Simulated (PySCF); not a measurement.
Al(Me)(F)2 (CH3AlF2), SMILES [CH3][Al]([F])[F]. Atoms are numbered in the order given.

```xyz
7

Al     0.0497     0.0435     0.0003
C     -1.4815    -1.1332    -0.0383
H     -1.2742    -2.0135    -0.6695
H     -2.3790    -0.6313    -0.4308
H     -1.7075    -1.5098     0.9732
F     -0.0049     1.6045    -0.5645
F      1.5165    -0.4502     0.6037
```
Charge 0, spin multiplicity 1.

Geometry: B3LYP-D3(BJ)/def2-SVP. The isomer is the one that the SMILES or the coordinates give; other isomers of the formula were not compared.

All values below come from PBE/pcJ-1 in PySCF.

Isotropic couplings with Fermi-contact, spin-dipole and both spin-orbit terms, one fixed conformer, no vibrational averaging. Isotopes: 13C, 19F, 1H.

| pair | bonds apart | J (Hz) |
|---|---|---|
| C2–H3 | 1 | 118.4 |
| C2–H4 | 1 | 124.1 |
| C2–H5 | 1 | 119.1 |
| C2–F6 | 2 | … |
| C2–F7 | 2 | … |
| H3–H4 | 2 | … |
| H3–H5 | 2 | … |
| H4–H5 | 2 | … |
| F6–F7 | 2 | -181.7 |
| H3–F6 | 3 | 4.5 |
| H3–F7 | 3 | -2.8 |
| H4–F6 | 3 | -5.1 |
| H4–F7 | 3 | 11.4 |
| H5–F6 | 3 | 5.3 |
| H5–F7 | 3 | -3.2 |

**Question.** Fill in the missing entries. (Estimate from the structure and the level; the computed values follow.)

**Answer.** 
- C2–F6, J (Hz): 11.8
- C2–F7, J (Hz): 11.1
- H3–H4, J (Hz): -12.8
- H3–H5, J (Hz): -14.6
- H4–H5, J (Hz): -12.6
